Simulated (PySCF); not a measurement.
All values below come from ωB97X-D3(BJ)/def2-TZVP // B3LYP-D3(BJ)/def2-TZVP (PySCF). All species are isolated molecules in the gas phase. Excitations are Tamm–Dancoff values on a coarser integration grid. The basis has no diffuse functions, so Rydberg states are missing or too high.

Reference species (SMILES): `[NH2][Al]([NH2])[NH2]` (neutral, multiplicity 1).

```
Property                   Value
----------------------  --------
HOMO–LUMO gap           11.40 eV
S1 oscillator strength     0.005
T1 excitation (TDA)      5.75 eV
S1–T1 gap (TDA)          0.36 eV
```

After one change: the HOMO–LUMO gap falls by 0.09 eV; the S1 oscillator strength is nearly the same; the T1 excitation (TDA) stays essentially unchanged; the S1–T1 gap (TDA) stays essentially unchanged.

**Question.** What was changed between the two runs? The new species is one of these.
(A) `[I][Al]([I])[I]`
(B) `[NH2][Al]([NH2])[I]`
(C) `[NH2][Al]([I])[I]`

**Answer.** B, `[NH2][Al]([NH2])[I]`
